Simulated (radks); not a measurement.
Problem. All-electron atom: Ba in [Xe] 6s2. Calculated with a radial shooting solver on a logarithmic mesh with Libxc functionals: scalar-relativistic Kohn-Sham, PBE, spin-polarised, spherical densities, finite nucleus; Fermi nuclear charge, rms radius 4.8378 fm. Some entries of the table are withheld. Estimate them.

orbital,occ.,eigenvalue (hartree),<1/r> (bohr^-1),<r> (bohr)
1s,2,-1369.153,60.69,0.02558
2s,2,-216.4130,13.96,0.1098
2p,6,-194.0694,13.27,0.09619
3s,2,-45.68196,(1),0.2920
3p,6,-38.51775,(2),0.2899
3d,10,-28.11066,4.535,0.2666
4s,2,-8.96248,(3),(4)
4p,6,-6.65162,1.919,0.7155
4d,10,-3.29579,1.654,0.8004
5s,2,-1.23741,0.8038,1.639
5p,6,-0.68858,0.6783,1.920
6s,2,-0.11870,0.2611,4.790

Solution. 
(1) 3s <1/r> (bohr^-1): 5.043
(2) 3p <1/r> (bohr^-1): 4.784
(3) 4s <1/r> (bohr^-1): 2.083
(4) 4s <r> (bohr): 0.6739
